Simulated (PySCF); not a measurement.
## From a computed spectrum to the compound

A species of 8 atoms with charge 0 has these harmonic modes (PBE0, small Gaussian bases with core potentials, PySCF 2.14.0):

```json
{"cm⁻¹": "69", "km/mol": "5.8", "symmetry": "e"}
{"cm⁻¹": "69", "km/mol": "5.8", "symmetry": "e"}
{"cm⁻¹": "70", "km/mol": "28.9", "symmetry": "a1"}
{"cm⁻¹": "74", "km/mol": "4.6", "symmetry": "e"}
{"cm⁻¹": "74", "km/mol": "4.6", "symmetry": "e"}
{"cm⁻¹": "130", "km/mol": "0.0", "symmetry": "a2"}
{"cm⁻¹": "320", "km/mol": "3.4", "symmetry": "a1"}
{"cm⁻¹": "336", "km/mol": "2.8", "symmetry": "a1"}
{"cm⁻¹": "339", "km/mol": "71.2", "symmetry": "e"}
{"cm⁻¹": "339", "km/mol": "71.2", "symmetry": "e"}
{"cm⁻¹": "570", "km/mol": "50.7", "symmetry": "e"}
{"cm⁻¹": "570", "km/mol": "50.7", "symmetry": "e"}
{"cm⁻¹": "1227", "km/mol": "174.7", "symmetry": "a1"}
{"cm⁻¹": "1624", "km/mol": "27.5", "symmetry": "e"}
{"cm⁻¹": "1624", "km/mol": "27.5", "symmetry": "e"}
{"cm⁻¹": "3484", "km/mol": "40.5", "symmetry": "a1"}
{"cm⁻¹": "3604", "km/mol": "59.1", "symmetry": "e"}
{"cm⁻¹": "3604", "km/mol": "59.1", "symmetry": "e"}
```

Problem. Which species is it, and in which structure?

Solution. YbCl3(NH3) (singlet in the valence; each metal's 4f electrons, 13 of them, lie in its core potential, out of spins and levels):
```xyz
8

Yb    0.0316   -0.0316    0.0316
Cl    1.1668    1.8138    1.1668
Cl   -1.8138   -1.1668    1.1668
Cl    1.1668   -1.1668   -1.8138
N    -1.3514    1.3514   -1.3514
H    -1.9606    1.9606   -0.8004
H    -0.8004    1.9606   -1.9606
H    -1.9606    0.8004   -1.9606
```
Ideal gas at 298.15 K and 1 bar: S = 425.9 J/(mol K), Cp = 119.8 J/(mol K), H − H(0 K) = 27.1 kJ/mol (rigid rotor, harmonic modes, spin degeneracy alone, that of the 4f electrons in the core included). An lcecp potential fixes the number of 4f electrons, so in runs with it no electron can move into or out of that shell.
 This is one of several that fit.
